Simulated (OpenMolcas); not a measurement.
Ni2+ with 4 ligands (chloride) in tetrahedral coordination (Td) at 2.31 Å. A charge of +0.5 e stands 3.2 Å behind each ligand. Ligand basis ANO-RCC-VDZP.
```
Ni    0.0000    0.0000    0.0000
Cl    1.3337    1.3337    1.3337
Cl    1.3337   -1.3337   -1.3337
Cl   -1.3337    1.3337   -1.3337
Cl   -1.3337   -1.3337    1.3337
```

| Property | Result |
| --- | --- |
| Program | OpenMolcas 26.06 |
| Method | CASSCF |
| Basis | ANO-RCC-VDZP [5s4p2d1f] |
| Scalar Hamiltonian | DKH2, point nucleus |
| Active space | 8 electrons in 5 orbitals (3d) |
| State averaging | 2S+1 = 3 even, 10 roots; 2S+1 = 1 even, 15 roots |
| Spin-orbit coupling | RASSI with atomic mean-field integrals over the reference wave functions |

Question: What is the spin-free ground state (labels of Td)?

Answer: 3T1, 3-fold in its orbital part, 100 % from free-ion F terms; it has the highest spin that d8 allows.

Question: Where is the first state of the same spin?

Answer: 3T2 at 1700 cm-1 above the ground state.

Question: What are the lowest two levels with spin-orbit coupling?

Answer: A 1-fold level A1, then a 3-fold level T1 307.3 cm-1 above it. Their leading multiplicities are 3 (100 %) and 3 (100 %).

Question: What is χT at 300 K, and how does it compare with the textbook value?

Answer: The lowest level has 2S+1 = 3, for which the spin-only value is χT = S(S+1) / 2 = 1.000 cm3 K/mol (g = 2). The computed 2.769 at 300 K differs by +1.769, through orbital momentum, spin-orbit coupling and any other state in reach. With a threefold ground state the orbital momentum is unquenched, so the spin-only value is not expected to hold.

Question: Which ligand-field parameters describe the states?

Answer: A least-squares ligand-field fit to the states below 45000 cm-1, each weighted by its degeneracy and with a free common offset, gives 10Dq = -2061 cm-1 (negative for this site), B = 1241 cm-1 and C = 4544 cm-1 (C/B = 3.66), with an rms deviation of 49 cm-1. 

An orbital triplet at a regular site is open to Jahn-Teller coupling, which can distort the site and quench the lowest spin-orbit gaps and is left out. Without dynamic correlation the repulsion within the d shell is too large (B by tens of per cent), so at a given field states of lower spin stand too high. Ligand-to-metal charge-transfer states are missing. With no ligand orbital active B as a rule stays too high, so bands that hang on it stand too high and its fall with covalency is understated. With metal d orbitals alone and no dynamic correlation the field as a rule comes out too small, by tens of per cent, by up to half for chloride and softer ligands, and with too little covalency χT stands high. No measured value stands beside these numbers; the geometry is a model, was not optimised and need not be the one that this ion takes.
